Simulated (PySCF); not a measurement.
# Relaxation of doublet RhH4

All numbers come from UPBE0/[Rh def2-TZVP with ECP28, H def2-TZVP], scalar-relativistic core potentials, density fitting, no spin–orbit coupling, PySCF. A (50,194) grid was used.

A start displaced from a saddle point along its imaginary mode, of D2 symmetry, held to at least that symmetry:

Coordinates in bohr (charge 0 multiplicity 2):
```
Rh    0.0000    0.0000    0.0000
H     2.7954    1.6907    0.2268
H     1.6809    2.8013   -0.2268
H    -2.7954   -1.6907    0.2268
H    -1.6809   -2.8013   -0.2268
```

Optimiser trace:
| step | E − E(last) (kJ/mol) | largest gradient (Eh/bohr) |
| --- | --- | --- |
| 0 | 8.92 | 0.00837 |
| 1 | 5.17 | 0.00354 |
| 2 | 2.10 | 0.00699 |
| 3 | 1.02 | 0.00240 |
| 4 | 0.27 | 0.00094 |
| 5 | 0.12 | 0.00104 |
| 6 | 0.06 | 0.00058 |
| 7 | 0.00 | 0.00021 |
| 8 | 0.00 | 0.00014 |

It ends at D2d with H–H 0.853 Å (×2), Rh–H 1.708 Å (×4); H–H–Rh 75.5° (×4), H–Rh–H 28.9° (×2), H–Rh–H 159.7° (×4) (after a last refinement on a finer grid). A frequency run shows a minimum. Other isomers or separated fragments may lie lower.

Open d and f shells are described by one determinant, and the ground state may have another occupation or spin.
